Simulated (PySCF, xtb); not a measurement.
C2H6ClIn, SMILES C[CH2][InH][Cl]. One conformer was computed; it need not be the lowest.

Harmonic wavenumbers (cm⁻¹) from GFN2-xTB (xtb 6.7.1) at its own minimum, in rising order: 29, 52, 177, 181, 293, 296, 414, 449, 623, 912, 968, 1057, 1149, 1203, 1384, 1401, 1437, 1482, 1483, 2926, 2933, 2978, 2995, 3001.

Task: What does PBE-D3(BJ)/def2-SVP (PySCF) give at its own minimum? (An estimate is asked for; the answer gives what the named calculation found.)

Result: 14, 70, 207, 219, 337, 346, 440, 502, 619, 911, 937, 1028, 1141, 1195, 1347, 1385, 1421, 1426, 1727, 2957, 2991, 3033, 3040, 3058. Paired by order, the mean absolute difference is 40 cm⁻¹ and the zero-point energies are 42.6 and 43.4 kcal/mol.
